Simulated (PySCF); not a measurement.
# Heteronuclear NMR

Atoms are numbered as in `[CH3:1][CH2:2][O:3][SiH2:4]/[CH:5]=[CH:6]\[O:7][CH3:8]`; H(Xn) means a hydrogen on atom n.

[PySCF 2.14.0 with density-fitted response routines: shielding tensors at PBE0/pcSseg-1 (GIAO); geometry: GFN2-xTB; single conformer; one averaged value for each set of equivalent atoms; non-relativistic; in vacuum]

Q: Predict the 29Si NMR data.

A: 
| atoms | environment | σ (ppm) | δ (ppm) |
| --- | --- | --- | --- |
| Si4 | silicon bonded to C, O, 2 H | 387.7 | -38.7 |

Shieldings were converted by a linear fit to measured shifts: 29Si: δ = 279.94 − 0.822σ (rms 8.9 ppm, 72 shifts, 25.8 ppm with the 6 outliers that the fit left out vs TMS, solution or neat liquid). A few per cent of atoms miss by over 2 rms, more outside the fitted compound classes.

On a 400 MHz spectrometer 29Si resonates near 79.5 MHz, so 1 ppm is 79.5 Hz.

Q: Predict the 17O NMR data.

A: 
```csv
atoms,environment,σ (ppm),δ (ppm)
O7,ether oxygen,221.3,65.1
O3,"oxygen bonded to C, Si",296.4,-3.3
```

Shieldings were converted by a linear fit to measured shifts: 17O: δ = 266.70 − 0.911σ (rms 10.7 ppm, 155 shifts, 12.2 ppm with the 3 outliers that the fit left out vs liquid water, solution or neat liquid). Occasional misses reach two or three times the rms, and more in compound classes unlike the fitted ones.

On a 300 MHz spectrometer 17O resonates near 40.7 MHz, so 1 ppm is 40.7 Hz.
